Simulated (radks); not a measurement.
All-electron atom: Fe2+ in [Ne] 3s1.75 3p6 3d6 4p0.25 (fractional occupations, a model configuration).

All-electron calculation, Dirac Kohn-Sham, PW91, spin-unpolarised, spherical densities, point nucleus; open shells fill j = l - 1/2 first. Program: a radial shooting solver on a logarithmic mesh with Libxc functionals.

Energy parts (hartree):
| part | energy |
|---|---|
| total | -1270.99793 |
| kinetic | 1288.66177 |
| electron-nucleus | -3023.68442 |
| Hartree | 519.42130 |
| exchange-correlation | -55.39659 |

Orbitals (lengths in bohr, moments of r in powers of bohr; <r^-3> diverges for s and p1/2; r(max) is where P^2 peaks):
[
 {"orbital": "1s1/2", "occ.": "2", "eigenvalue (hartree)": "-258.0205", "<r^4>": "0.00005430", "r(max)": "0.03826", "<r^-3>": "-", "small-component weight": "8.75e-03"},
 {"orbital": "2s1/2", "occ.": "2", "eigenvalue (hartree)": "-30.89483", "<r^4>": "0.01235", "r(max)": "0.2224", "<r^-3>": "-", "small-component weight": "1.61e-03"},
 {"orbital": "2p1/2", "occ.": "2", "eigenvalue (hartree)": "-26.75546", "<r^4>": "0.009174", "r(max)": "0.1780", "<r^-3>": "-", "small-component weight": "1.59e-03"},
 {"orbital": "2p3/2", "occ.": "4", "eigenvalue (hartree)": "-26.29610", "<r^4>": "0.009581", "r(max)": "0.1805", "<r^-3>": "469.8", "small-component weight": "1.57e-03"},
 {"orbital": "3s1/2", "occ.": "1.75", "eigenvalue (hartree)": "-4.21949", "<r^4>": "0.9265", "r(max)": "0.7004", "<r^-3>": "-", "small-component weight": "3.50e-04"},
 {"orbital": "3p1/2", "occ.": "2", "eigenvalue (hartree)": "-3.00956", "<r^4>": "1.257", "r(max)": "0.7077", "<r^-3>": "-", "small-component weight": "3.10e-04"},
 {"orbital": "3p3/2", "occ.": "4", "eigenvalue (hartree)": "-2.95248", "<r^4>": "1.312", "r(max)": "0.7149", "<r^-3>": "58.78", "small-component weight": "3.05e-04"},
 {"orbital": "3d3/2", "occ.": "4", "eigenvalue (hartree)": "-1.02616", "<r^4>": "4.990", "r(max)": "0.7048", "<r^-3>": "5.317", "small-component weight": "2.01e-04"},
 {"orbital": "3d5/2", "occ.": "2", "eigenvalue (hartree)": "-1.02015", "<r^4>": "5.078", "r(max)": "0.7073", "<r^-3>": "5.223", "small-component weight": "2.00e-04"},
 {"orbital": "4p1/2", "occ.": "0.25", "eigenvalue (hartree)": "-0.55380", "<r^4>": "157.9", "r(max)": "2.534", "<r^-3>": "-", "small-component weight": "3.52e-05"},
 {"orbital": "4p3/2", "occ.": "0", "eigenvalue (hartree)": "-0.54926", "<r^4>": "162.6", "r(max)": "2.557", "<r^-3>": "4.716", "small-component weight": "3.48e-05"}
]

The highest occupied level is 4p1/2 at -15.070 eV. The density falls to 0.001 e/bohr^3 at r = 3.29 bohr. Summed over all electrons, <r^2> = 18.16 bohr^2, which gives a Langevin (diamagnetic) susceptibility term of -14.4 x 10^-6 cm^3/mol.
